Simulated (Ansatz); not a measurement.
Coupled-cluster diagnostics for PPt₃⁻ (the lowest singlet isomer of a short search), Ansatz.

Geometry of the singlet (B3LYP-D4/def2-SVPD):

```csv
atom,x (Å),y (Å),z (Å)
P1,0.360,-0.758,-0.469
Pt2,-1.260,0.758,-0.232
Pt3,-0.473,-1.173,1.537
Pt4,1.374,1.173,-0.836
```

In the def2 sets Pt takes a core potential; there is no spin–orbit coupling. Correlated methods freeze 5 core orbitals; core or outer-core shells of Pt are correlated, in sets that lack core-valence functions. The geometry of the singlet was relaxed on an unsound state (restricted singlet, unstable towards broken spin symmetry at other levels and untested here). At PBE0-D4/def2-TZVPD a triplet of charge -1 lies 0.18 eV below the restricted singlet, each at its own geometry. The structure comes from a short search, and lower isomers may exist.

Task: Estimate the CCSD(T) correlation energy, the shares of MP2 and (T), T1 and the reference's ⟨S²⟩ for: charge -1, singlet, own geometry in def2-SVPD; and the rough time on 4 threads of AMD EPYC 7B13 on a shared host.

Result: 
```
                           state      basis  correlation (eV)  MP2 share (%)  (T) share (%)     T1  ⟨S²⟩ (pure)  wall time                  remarks
charge -1, singlet, own geometry  def2-SVPD           -35.781          105.5            6.1  0.050  0.00 (0.00)       70 s  restricted SCF unstable
```
Customary marks for T1 are 0.02 (closed shells), 0.045 (open shells) and about 0.05 (3d metals). T1 exceeds 0.02 in 1 of 1 rows and 0.045 in 1; the higher it lies, the less the single-reference result can be trusted.
